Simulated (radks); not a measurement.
Task: Coherent X-ray form factor from a spherical all-electron density. All-electron calculation, non-relativistic Kohn-Sham, Slater X-alpha with alpha = 0.644, spin-polarised, spherical densities, point nucleus. Program: a radial shooting solver on a logarithmic mesh with Libxc functionals.

sin(theta)/lambda (1/angstrom)  f0 (electrons)
0.05                                    16.769
0.1                                     16.112
0.15                                    15.132
0.2                                     13.961
0.25                                    12.735
0.3                                     11.563
0.4                                      9.618
0.5                                      8.279
0.6                                      7.388
0.8                                      6.184
1                                        5.147
1.25                                     3.950
1.5                                      2.996
2                                        1.891

The species is in the configuration that NIST lists as its ground one. Which atom or ion scatters so?

Result: The calcium ion Ca3+, [Ne] 3s2 3p5. Extrapolating in s^2 from the first two rows gives f0(0) = 17.0, near the electron count 17; among species with that count, the fall with angle is slower the higher Z, and the table is that of Z = 20; from so few rows the species is fixed only to a neighbour or two.
